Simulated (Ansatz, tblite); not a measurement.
Spin states of ZnTe₂, each relaxed with B3LYP-D4/def2-TZVP in Ansatz. Electronic energies in the gas phase.

In the def2 sets Te takes a core potential; there is no spin–orbit coupling. The xTB rows come from tblite. Correlated methods freeze 17 core orbitals; core or outer-core shells of Te are correlated, in sets that lack core-valence functions. The structure comes from a short search, and lower isomers may exist.

Singlet geometry (C2v within 0.1 Å):

```tsv
atom	x (Å)	y (Å)	z (Å)
Zn1	0.6232	0.3115	-1.1270
Te2	0.1583	1.1443	1.1826
Te3	-0.7815	-1.4558	-0.0556
```

Triplet geometry (C2v within 0.1 Å):

```tsv
atom	x (Å)	y (Å)	z (Å)
Zn1	0.677	1.256	0.704
Te2	-1.513	-0.343	0.269
Te3	0.837	-0.913	-0.973
```

Quintet geometry (C2v within 0.1 Å):

```tsv
atom	x (Å)	y (Å)	z (Å)
Zn1	1.5038	0.3011	0.4781
Te2	-1.3026	0.5894	1.0269
Te3	-0.2012	-0.8905	-1.5051
```

Run but left out: HF/STO-3G (singlet: restricted singlet, unstable in another Hartree–Fock run and untested here); HF/def2-TZVP (singlet: restricted singlet, unstable towards broken spin symmetry).

Only these spin states were relaxed.

| level | triplet − singlet (kcal/mol) | quintet − singlet (kcal/mol) | lowest of these | remarks |
| --- | --- | --- | --- | --- |
| PBE-D4/def2-TZVP | -0.7 | 36.5 | triplet | – |
| revPBE-D4/def2-TZVP | -1.6 | 34.1 | triplet | – |
| BLYP-D4/def2-TZVP | -0.6 | 33.9 | triplet | – |
| MP2/def2-TZVP | 1.6 | 51.2 | singlet | restricted SCF unstable (singlet) |

Q: Estimate the rows for GFN1-xTB, GFN2-xTB, r2SCAN-D4/def2-TZVP, B2PLYP/def2-TZVP.

A: 
```
              level  triplet − singlet (kcal/mol)  quintet − singlet (kcal/mol)  lowest of these
           GFN1-xTB                          17.1                          78.4          singlet
           GFN2-xTB                          24.8                          84.5          singlet
r2SCAN-D4/def2-TZVP                          -3.0                          35.1          triplet
   B2PLYP/def2-TZVP                           0.3                          42.3              tie
```

The xTB methods have no term that favours high spin, so they put low spin too low.

Q: How do the metal–ligand distances follow the spin state?

A: 
| state | donor atoms | mean metal–ligand distance (Å) | range (Å) | Mulliken spin on the metal (PBE0) |
| --- | --- | --- | --- | --- |
| singlet | 2 | 2.499 | 2.50–2.50 | 0 |
| triplet | 2 | 2.747 | 2.75–2.75 | 0.76 |
| quintet | 2 | 2.874 | 2.87–2.87 | 0.65 |

⟨S²⟩ at PBE0-D4/def2-TZVP: singlet 0.00 (pure 0.00), triplet 2.01 (pure 2.00), quintet 6.02 (pure 6.00). The unpaired electrons of the quintet sit mostly on the ligands.
